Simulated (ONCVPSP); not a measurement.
Reading a pseudo-wave (H)

Columns: radius, all-electron u(r) and pseudo u(r) of the 1s shell (level -6.49 eV) of hydrogen in the configuration 1s1; PBE, scalar-relativistic, ONCV scheme, ONCVPSP 4.0.1.

| r (bohr) | all-electron | pseudo |
| --- | --- | --- |
| 0.068 | 0.1219 | 0.0926 |
| 0.135 | 0.2260 | 0.1822 |
| 0.202 | 0.3158 | 0.2686 |
| 0.270 | 0.3938 | 0.3510 |
| 0.338 | 0.4601 | 0.4263 |
| 0.405 | 0.5150 | 0.4920 |
| 0.473 | 0.5615 | 0.5497 |
| 0.540 | 0.5992 | 0.5976 |
| 0.608 | 0.6301 | 0.6375 |
| 0.675 | 0.6543 | 0.6685 |
| 0.742 | 0.6728 | 0.6915 |
| 0.810 | 0.6867 | 0.7067 |
| 0.878 | 0.6960 | 0.7145 |
| 0.945 | 0.7015 | 0.7160 |
| 1.013 | 0.7036 | 0.7131 |
| 1.080 | 0.7028 | 0.7079 |
| 1.148 | 0.6995 | 0.7014 |
| 1.215 | 0.6940 | 0.6944 |
| 1.283 | 0.6865 | 0.6865 |
| 1.350 | 0.6775 | 0.6775 |
| 1.418 | 0.6670 | 0.6670 |
| 1.485 | 0.6555 | 0.6555 |
| 1.553 | 0.6429 | 0.6429 |
| 1.620 | 0.6296 | 0.6296 |
| 1.688 | 0.6155 | 0.6155 |
| 1.755 | 0.6011 | 0.6011 |

Problem. How many radial nodes do the two functions have?

Solution. The all-electron 1s function has n − l − 1 = 0; the pseudo-wave has 0.

Problem. At about which radius was the pseudo-wave matched?

Solution. 1.35 bohr. The columns agree to 0.0005 from 1.22 bohr on; several derivatives are matched, so the curves merge somewhat inside the radius.

Problem. Where does each function peak?

Solution. Outermost all-electron maximum near 1.01 bohr, pseudo maximum near 0.94 bohr (to the table’s step).

Problem. Is the pseudo-wave norm-conserving?

Solution. Yes: the ONCV scheme keeps the norm inside the radius equal to the all-electron one, which fixes the energy derivative of the logarithmic derivative at the level.
